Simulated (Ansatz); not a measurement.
Cost and result up the ladder for Al₂O₆H₆ (the lowest singlet isomer of a short search) (14 atoms). Total charge 0; singlet. Geometry: r2SCAN-D4/def2-SVP.

```xyz
14

Al   -1.067   -0.462    0.166
Al    1.517    0.375   -0.624
O     1.683    1.307   -2.048
O    -2.551   -0.297   -0.646
O    -0.854   -1.163    1.728
O     0.412    1.190    1.890
O     0.207   -0.897   -1.074
O     0.111    0.940    0.492
H     0.121    0.321    2.265
H    -1.338   -1.870    2.158
H    -3.392   -0.031   -0.271
H     0.015   -1.146   -1.987
H     2.396    1.914   -2.253
H     2.738   -0.180    0.206
```

Ansatz on 4 threads of Intel Xeon Platinum 8259CL on a shared host. Times are rough, and most runs start from the orbitals of an earlier one. PBE0-D4/def2-TZVPD serves as the yardstick here, not as an exact answer. Differences are given only for rows in sets of like size (and for xTB, whose basis is part of the method), since another set adds its own error. Binding counts from free atoms at the same level (Al doublet, O triplet, H doublet; other spins of the atoms weren't run), without zero-point energy or a counterpoise term.

LC-ωPBE has ω = 0.4 bohr⁻¹. Correlated methods freeze 16 core orbitals. The rows differ in basis, and correlated rows in double-zeta sets carry the largest basis error. The structure holds one bond between oxygen atoms, so isomers without such links may lie far lower. The structure comes from a short search, and lower isomers may exist.

Correlated methods converge slowly with the basis, most of all in double-zeta sets.

```json
{"level": "HF/STO-3G", "functions": "54", "wall time": "0.5 s", "binding energy per atom (eV)": "2.88", "difference from PBE0-D4/def2-TZVPD (eV)": "–"}
{"level": "PBE-D4/def2-SVP", "functions": "150", "wall time": "2.2 s", "binding energy per atom (eV)": "4.00", "difference from PBE0-D4/def2-TZVPD (eV)": "–"}
{"level": "LDA (SPW92)/def2-TZVP", "functions": "296", "wall time": "3 s", "binding energy per atom (eV)": "4.58", "difference from PBE0-D4/def2-TZVPD (eV)": "0.72"}
{"level": "PBE0-D4/def2-SVP", "functions": "150", "wall time": "3.3 s", "binding energy per atom (eV)": "3.86", "difference from PBE0-D4/def2-TZVPD (eV)": "–"}
{"level": "PBE-D4/def2-TZVP", "functions": "296", "wall time": "4.8 s", "binding energy per atom (eV)": "3.98", "difference from PBE0-D4/def2-TZVPD (eV)": "0.13"}
{"level": "LC-ωPBE/def2-TZVP", "functions": "296", "wall time": "6 s", "binding energy per atom (eV)": "3.90", "difference from PBE0-D4/def2-TZVPD (eV)": "0.04"}
{"level": "HF/def2-TZVP", "functions": "296", "wall time": "6.5 s", "binding energy per atom (eV)": "2.62", "difference from PBE0-D4/def2-TZVPD (eV)": "-1.23"}
{"level": "BLYP-D4/def2-TZVP (with forces)", "functions": "296", "wall time": "6.5 s", "binding energy per atom (eV)": "3.93", "difference from PBE0-D4/def2-TZVPD (eV)": "0.08"}
{"level": "r2SCAN-D4/def2-TZVP (with forces)", "functions": "296", "wall time": "9 s", "binding energy per atom (eV)": "3.94", "difference from PBE0-D4/def2-TZVPD (eV)": "0.09"}
{"level": "MP2/def2-TZVP", "functions": "296", "wall time": "9 s", "binding energy per atom (eV)": "3.93", "difference from PBE0-D4/def2-TZVPD (eV)": "0.08"}
{"level": "BLYP-D4/def2-TZVPD", "functions": "380", "wall time": "9.5 s", "binding energy per atom (eV)": "3.93", "difference from PBE0-D4/def2-TZVPD (eV)": "0.08"}
{"level": "PBE0-D4/def2-TZVP", "functions": "296", "wall time": "10 s", "binding energy per atom (eV)": "3.85", "difference from PBE0-D4/def2-TZVPD (eV)": "0.00"}
{"level": "PBE0-D4/def2-TZVPD", "functions": "380", "wall time": "15 s", "binding energy per atom (eV)": "3.85", "difference from PBE0-D4/def2-TZVPD (eV)": "0.00"}
{"level": "CCSD(T)/def2-SVP", "functions": "150", "wall time": "39 s", "binding energy per atom (eV)": "3.67", "difference from PBE0-D4/def2-TZVPD (eV)": "–"}
```
